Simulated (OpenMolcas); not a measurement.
W5+ (d1) among equal point charges was computed by CASSCF with the d shell active (OpenMolcas, ANO-RCC-VDZP on the metal). Its lowest spin-free states, and all those of the highest spin:

```csv
2S+1,Degeneracy,E (cm-1)
2,2,0.0
2,1,264.7
2,2,5236
```

Problem. Is the site octahedral, tetrahedral or cube-like, axial, or of lower symmetry?

Solution. The states with 2S+1 = 2 have orbital degeneracies 2, 1, 2. There are pairs but no triples, so the site is axial: not cubic, but with a proper or improper axis of order three or more. The run had W5+ among 6 point charges of -1.5 e arranged as a trigonal prism (D3h), 2.11 Å from the ion, with a polar angle of 52.5° against the regular 49.1°.

An orbital doublet at a regular site is open to a Jahn-Teller distortion, which this geometry leaves out. This is an electrostatic model: the charges have no orbitals. No measured value stands beside these numbers.
